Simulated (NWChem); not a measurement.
System: C2H4ClFSi; SMILES Cl[SiH](F)C=C

Here is an NWChem input.

```
start job
memory heap 200 mb stack 900 mb global 1100 mb
geometry units angstroms noautoz
  Si     0.350320    -0.069581     0.342363
  F      1.925882    -0.368956     0.110003
  Cl    -0.666446    -1.689009    -0.417224
  C     -0.148643     1.472478    -0.540864
  C     -0.614420     2.533536     0.129101
  H      0.108166     0.028695     1.801703
  H     -0.071015     1.521237    -1.634185
  H     -0.714321     2.532134     1.221048
  H     -0.920373     3.455109    -0.378130
end
basis spherical
  * library def2-tzvp
end
dft
  xc b3lyp
  iterations 150
  semidirect filesize 400000000
  mulliken
end
task dft energy
```

NWChem printed, in part:

```
             Northwest Computational Chemistry Package (NWChem) 7.3.0
             --------------------------------------------------------

 C1  symmetry detected

                             Geometry "geometry" -> ""
                             -------------------------

 Output coordinates in angstroms (scale by  1.889725989 to convert to a.u.)

  No.       Tag          Charge          X              Y              Z
 ---- ---------------- ---------- -------------- -------------- --------------
    1 Si                  14.0000     0.34536920    -0.00970925     0.32672011
    2 F                    9.0000     1.84133676    -0.30835118    -0.22000305
    3 Cl                  17.0000    -0.76499887    -1.69585431    -0.06992857
    4 C                    6.0000    -0.37641043     1.45166207    -0.53955235
    5 C                    6.0000    -0.71639439     2.55702038     0.13442044
    6 H                    1.0000     0.42166519     0.20108154     1.79222894
    7 H                    1.0000    -0.53835047     1.41453559    -1.62405749
    8 H                    1.0000    -0.57783727     2.64098593     1.21889365
    9 H                    1.0000    -1.15086737     3.43191561    -0.36154214

 Effective nuclear repulsion energy (a.u.)     274.7126032033

                                 NWChem DFT Module
                                 -----------------

 Summary of "ao basis" -> "ao basis" (spherical)
 ------------------------------------------------------------------------------
       Tag                 Description            Shells   Functions and Types
 ---------------- ------------------------------  ------  ---------------------
 Si                        def2-tzvp                13       37   5s5p2d1f
 F                         def2-tzvp                11       31   5s3p2d1f
 Cl                        def2-tzvp                13       37   5s5p2d1f
 C                         def2-tzvp                11       31   5s3p2d1f
 H                         def2-tzvp                 4        6   3s1p

            General Information
            -------------------
          SCF calculation type: DFT
          Wavefunction type:  closed shell.
          No. of atoms     :     9
          No. of electrons :    56
           Alpha electrons :    28
            Beta electrons :    28
          Charge           :     0
          Spin multiplicity:     1
          Use of symmetry is: off; symmetry adaption is: off
          Maximum number of iterations: 150
          AO basis - number of functions:   191
                     number of shells:    75
          Convergence on energy requested:  1.00D-06
          Convergence on density requested:  1.00D-05
          Convergence on gradient requested:  5.00D-04

              XC Information
              --------------
                         B3LYP Method XC Potential
                     Hartree-Fock (Exact) Exchange  0.200
                        Slater Exchange Functional  0.800 local
                    Becke 1988 Exchange Functional  0.720 non-local
              Lee-Yang-Parr Correlation Functional  0.810
                  VWN I RPA Correlation Functional  0.190 local

             Grid Information
             ----------------
          Grid used for XC integration:  medium
          Radial quadrature: Mura-Knowles
          Angular quadrature: Lebedev.
          Tag              B.-S. Rad. Rad. Pts. Rad. Cut. Ang. Pts.
          ---              ---------- --------- --------- ---------
          Si                  1.10       88          11.0       590
          F                   0.50       49          12.0       434
          Cl                  1.00       88          13.0       590
          C                   0.70       49          11.0       434
          H                   0.35       45          12.0       434
          Grid pruning is: on
          Number of quadrature shells:   503
          Spatial weights used:  Erf1

      Superposition of Atomic Density Guess
      -------------------------------------

 Sum of atomic energies:        -925.07307068

      Non-variational initial energy
      ------------------------------

 Total energy =    -926.928165
 1-e energy   =   -1824.308831
 2-e energy   =     622.668063
 HOMO         =      -0.354155
 LUMO         =      -0.032673

------------------------------------------------------------
EAF file 0: "./job.aoints.0" size=584056832 bytes
------------------------------------------------------------
               write      read    awrite     aread      wait
               -----      ----    ------     -----      ----
     calls:     1114         0         0         0         0
   data(b): 5.84e+08  0.00e+00  0.00e+00  0.00e+00
   time(s): 0.00e+00  0.00e+00  0.00e+00  0.00e+00  0.00e+00
rate(mb/s): 0.00e+00  0.00e+00
------------------------------------------------------------

     ---------------------------------------------
      Total Density - Mulliken Population Analysis
     ---------------------------------------------

    Atom       Charge   Shell Charges
 -----------   ------   -------------------------------------------------------
    1 Si  14    12.86   2.00  0.59  1.39  0.80  0.32  4.10  1.74  0.46  0.86  0.19  0.16  0.18  0.07
    2 F    9     9.53   0.77  1.20  0.61  1.02  0.31  2.37  2.36  0.88  0.00  0.01  0.00
    3 Cl  17    17.39   2.01  0.45  1.52  1.11  0.84  4.19  1.69  1.11  2.96  1.51  0.00  0.02  0.00
    4 C    6     6.41   0.86  1.12  0.57  0.66  0.10  1.23  1.40  0.41  0.01  0.03  0.01
    5 C    6     6.24   0.86  1.12  0.57  0.66  0.12  1.18  1.25  0.43  0.02  0.04  0.01
    6 H    1     1.05   0.23  0.53  0.29  0.01
    7 H    1     0.84   0.24  0.45  0.13  0.02
    8 H    1     0.85   0.24  0.45  0.13  0.02
    9 H    1     0.84   0.24  0.45  0.13  0.02

   convergence    iter        energy       DeltaE   RMS-Dens  Diis-err
 ---------------- ----- ----------------- --------- --------- ---------
 d= 0,ls=0.0,diis     1   -928.3046038164 -1.20D+03  4.56D-03  1.42D+00
 d= 0,ls=0.0,diis     2   -928.2875692034  1.70D-02  2.90D-03  1.25D+00
 d= 0,ls=0.0,diis     3   -928.3753845897 -8.78D-02  8.03D-04  2.53D-01
 d= 0,ls=0.0,diis     4   -928.3922546102 -1.69D-02  3.00D-04  6.87D-03
 d= 0,ls=0.0,diis     5   -928.3930248249 -7.70D-04  7.32D-05  7.54D-04
  Resetting Diis
 d= 0,ls=0.0,diis     6   -928.3931020097 -7.72D-05  2.29D-05  3.87D-05
 d= 0,ls=0.0,diis     7   -928.3931054830 -3.47D-06  2.13D-05  1.15D-05
 d= 0,ls=0.0,diis     8   -928.3931014223  4.06D-06  1.42D-05  4.26D-05
 d= 0,ls=0.0,diis     9   -928.3931069549 -5.53D-06  8.25D-07  9.02D-08
 d= 0,ls=0.0,diis    10   -928.3931069643 -9.35D-09  2.10D-07  7.85D-09

         Total DFT energy =     -928.393106964255
      One electron energy =    -1828.184342894499
           Coulomb energy =      697.181083252456
    Exchange-Corr. energy =      -72.102450525463
 Nuclear repulsion energy =      274.712603203251

 Numeric. integr. density =       55.999997631182

                       DFT Final Molecular Orbital Analysis
                       ------------------------------------

 Vector   26  Occ=2.000000D+00  E=-3.416291D-01
              MO Center= -6.1D-01, -1.2D+00, -6.3D-02, r^2= 2.6D+00
   Bfn.  Coefficient  Atom+Function         Bfn.  Coefficient  Atom+Function
  ----- ------------  ---------------      ----- ------------  ---------------
    83      0.368475  3 Cl px                85     -0.261338  3 Cl pz
    86      0.234096  3 Cl px                84     -0.194740  3 Cl py
    80      0.178249  3 Cl px                88     -0.167083  3 Cl pz
    74     -0.144559  3 Cl px                82     -0.125855  3 Cl pz
    87     -0.124093  3 Cl py                76      0.102311  3 Cl pz

 Vector   27  Occ=2.000000D+00  E=-3.246118D-01
              MO Center= -3.7D-01, -2.3D-01,  9.4D-02, r^2= 4.3D+00
   Bfn.  Coefficient  Atom+Function         Bfn.  Coefficient  Atom+Function
  ----- ------------  ---------------      ----- ------------  ---------------
    85      0.348165  3 Cl pz                88      0.231119  3 Cl pz
    82      0.169412  3 Cl pz               169     -0.140194  6 H  s
   170     -0.140031  6 H  s                 76     -0.136447  3 Cl pz
    84     -0.131776  3 Cl py               111      0.132301  4 C  px
    17     -0.119298  1 Si pz               112     -0.115346  4 C  py

 Vector   28  Occ=2.000000D+00  E=-3.069289D-01
              MO Center= -5.4D-01,  1.5D+00, -1.7D-01, r^2= 3.1D+00
   Bfn.  Coefficient  Atom+Function         Bfn.  Coefficient  Atom+Function
  ----- ------------  ---------------      ----- ------------  ---------------
   142      0.255284  5 C  px               111      0.233540  4 C  px
   145      0.220589  5 C  px               114      0.206146  4 C  px
    84      0.157181  3 Cl py               148      0.145563  5 C  px
   112      0.129461  4 C  py                83     -0.118979  3 Cl px
   115      0.110262  4 C  py               117      0.109264  4 C  px

 Vector   29  Occ=0.000000D+00  E=-5.004997D-02
              MO Center= -4.4D-01,  1.7D+00, -6.7D-02, r^2= 3.3D+00
   Bfn.  Coefficient  Atom+Function         Bfn.  Coefficient  Atom+Function
  ----- ------------  ---------------      ----- ------------  ---------------
   148      0.472534  5 C  px               117     -0.395665  4 C  px
   142      0.279224  5 C  px               145      0.243669  5 C  px
   111     -0.217847  4 C  px               149      0.214712  5 C  py
    18     -0.208927  1 Si px               114     -0.197246  4 C  px
    15     -0.166375  1 Si px               118     -0.144440  4 C  py

 Vector   30  Occ=0.000000D+00  E= 1.625934D-02
              MO Center=  3.3D-02,  3.1D-01,  3.6D-01, r^2= 6.4D+00
   Bfn.  Coefficient  Atom+Function         Bfn.  Coefficient  Atom+Function
  ----- ------------  ---------------      ----- ------------  ---------------
   141      1.058190  5 C  s                 19     -0.923499  1 Si py
   110      0.902686  4 C  s                188     -0.780714  9 H  s
   118     -0.553989  4 C  py                18      0.508724  1 Si px
   182     -0.490150  8 H  s                  5     -0.405877  1 Si s
   140      0.392685  5 C  s                 16     -0.379961  1 Si py

 Vector   31  Occ=0.000000D+00  E= 3.461072D-02
              MO Center=  5.7D-02,  2.9D-01,  6.4D-01, r^2= 5.1D+00
   Bfn.  Coefficient  Atom+Function         Bfn.  Coefficient  Atom+Function
  ----- ------------  ---------------      ----- ------------  ---------------
    18     -1.036132  1 Si px                 5      0.945089  1 Si s
   118      0.553614  4 C  py                73     -0.519532  3 Cl s
   117      0.430946  4 C  px               170     -0.411873  6 H  s
   148     -0.366437  5 C  px               182     -0.340700  8 H  s
    87     -0.324138  3 Cl py               110     -0.308177  4 C  s

------------------------------------------------------------
EAF file 0: "./job.aoints.0" size=876609536 bytes
------------------------------------------------------------
               write      read    awrite     aread      wait
               -----      ----    ------     -----      ----
     calls:     1672         9         0     15039     15039
   data(b): 8.77e+08  4.72e+06  0.00e+00  7.88e+09
   time(s): 0.00e+00  0.00e+00  0.00e+00  0.00e+00  0.00e+00
rate(mb/s): 0.00e+00  0.00e+00
------------------------------------------------------------

     ---------------------------------------------
      Total Density - Mulliken Population Analysis
     ---------------------------------------------

    Atom       Charge   Shell Charges
 -----------   ------   -------------------------------------------------------
    1 Si  14    13.30   2.00  0.57  1.39  0.89  0.22  4.13  1.68  0.61  1.02  0.16  0.25  0.27  0.09
    2 F    9     9.32   0.77  1.20  0.61  0.97  0.35  2.29  2.13  0.99  0.00  0.01  0.00
    3 Cl  17    17.24   2.01  0.43  1.52  1.15  0.79  4.19  1.67  1.15  2.81  1.49  0.01  0.03  0.00
    4 C    6     6.22   0.85  1.12  0.53  0.64  0.09  1.32  1.22  0.39  0.01  0.03  0.00
    5 C    6     6.23   0.85  1.12  0.55  0.64  0.12  1.30  1.14  0.45  0.02  0.03  0.00
    6 H    1     1.06   0.25  0.53  0.27  0.01
    7 H    1     0.88   0.27  0.48  0.10  0.02
    8 H    1     0.88   0.27  0.48  0.10  0.02
    9 H    1     0.87   0.27  0.48  0.09  0.02

     -------------------------------------------
      Total Density - Lowdin Population Analysis
     -------------------------------------------

    Atom       Charge   Shell Charges
 -----------   ------   -------------------------------------------------------
    1 Si  14    14.09   2.00  0.83  1.09  0.49  0.29  3.85  1.87  0.68  1.00  0.52  0.27  0.87  0.34
    2 F    9     9.01   0.86  1.10  0.60  0.71  0.39  2.15  2.14  1.04  0.00  0.01  0.00
    3 Cl  17    16.77   1.98  0.84  1.14  0.90  0.75  3.93  1.90  1.27  2.46  1.56  0.01  0.04  0.00
    4 C    6     6.31   0.91  1.04  0.36  0.36  0.20  1.13  1.35  0.67  0.02  0.25  0.03
    5 C    6     6.18   0.91  1.04  0.38  0.36  0.18  1.11  1.29  0.63  0.02  0.24  0.03
    6 H    1     1.04   0.25  0.47  0.29  0.02
    7 H    1     0.86   0.25  0.38  0.16  0.06
    8 H    1     0.87   0.26  0.39  0.17  0.06
    9 H    1     0.88   0.25  0.39  0.17  0.06

     Multipole analysis of the density
     ---------------------------------

     L   x y z        total         alpha         beta         nuclear
     -   - - -        -----         -----         ----         -------
     0   0 0 0      0.000000    -28.000000    -28.000000     56.000000

     1   1 0 0     -0.414842     -0.207421     -0.207421      0.000000
     1   0 1 0      0.855243      0.427622      0.427622      0.000000
     1   0 0 1      0.137890      0.068945      0.068945      0.000000

     2   2 0 0    -35.266962   -103.676226   -103.676226    172.085490
     2   1 1 0     -1.137777      5.724041      5.724041    -12.585859
     2   1 0 1      0.864023     -1.042548     -1.042548      2.949118
     2   0 2 0    -30.429387   -233.792339   -233.792339    437.155291
     2   0 1 1     -0.025657      0.011553      0.011553     -0.048764
     2   0 0 2    -30.837997    -35.656866    -35.656866     40.475736
```

Level: B3LYP/def2-TZVP. Structure relaxed at the PBE0/def2-SVP level.
